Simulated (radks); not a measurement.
Results of a calculation; reference values are marked as such.
Neutral scandium inside a hard spherical wall (all orbitals vanish at R), configuration held at [Ar] 3d1 4s2 and not refilled when levels cross. Code: a radial shooting solver on a logarithmic mesh with Libxc functionals. Model: scalar-relativistic Kohn-Sham, LDA (Slater exchange, Perdew-Wang correlation), spin-polarised, spherical densities, finite nucleus; open shells are filled with parallel spins first; Fermi nuclear charge, rms radius 3.5459 fm. Eigenvalues in eV for spin up, with the zero of energy where the potential of the charges vanishes at infinity; a dash marks a level that is unbound or too diffuse for the functional's potential to be trusted. A positive occupied level is held by the wall or, in an anion where self-interaction has pushed it up, behind a barrier. The pressure on the wall is -dE/dV.

R (bohr)	E (hartree)	kinetic (hartree)	e(3s)	e(3p)	e(4s)	e(3d)	e(4p, empty)	e(5s, empty)	pressure (GPa)
free	-762.32429	767.653	-55.010	-33.865	-4.414	-3.693	-1.580	-0.079	0
12	-762.32414	767.654	-54.993	-33.848	-4.401	-3.677	-1.536	0.919	0.00269
10	-762.32300	767.665	-54.910	-33.765	-4.338	-3.601	-1.394	2.050	0.0318
7	-762.29641	767.818	-53.969	-32.835	-3.506	-2.752	-0.021	8.271	1.34
5	-762.11277	768.537	-51.040	-29.974	0.202	-0.015	5.171	25.852	20.7
3.5	-761.17953	771.533	-44.405	-23.521	14.671	7.129	23.096	76.289	275
3	-760.09109	774.954	-39.410	-18.506	29.401	13.124	39.929	118.83	828
2.5	-757.50071	782.918	-30.114	-8.765	60.546	24.734	73.537	198.15	3010
2	-750.33568	803.368	-9.486	13.493	133.96	49.887	148.45	364.17	14000
1.5	-726.36415	863.188	50.186	76.477	335.33	112.36	343.37	774.79	91100
